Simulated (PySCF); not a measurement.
Stepwise substitution at one centre (Ga SiH3-H). Isolated molecules, 0 K electronic values unless said otherwise. Strings in code marks are SMILES.

All values below come from PBE0-D3(BJ)/def2-TZVP (PySCF 2.14.0). All candidates: neutral, multiplicity 1. Delta-SCF ions had no search for a lower state. Excitations are Tamm–Dancoff values on a coarser integration grid. The basis has no diffuse functions, so Rydberg states are missing or too high.

The dipole moment comes out as 0.12 D. The S1 excitation (TDA) is 4.17 eV and the vertical ionisation energy (Delta-SCF) is 9.71 eV.

Question: Say which member has these values.
A) `[SiH3][GaH2]`
B) `[SiH3][GaH][SiH3]`
C) `[SiH3][Ga]([SiH3])[SiH3]`

Answer: A, `[SiH3][GaH2]`. The others give `[SiH3][GaH][SiH3]`: 0.11 D, 3.60 eV, 9.08 eV; `[SiH3][Ga]([SiH3])[SiH3]`: 0.19 D, 3.38 eV, 8.93 eV
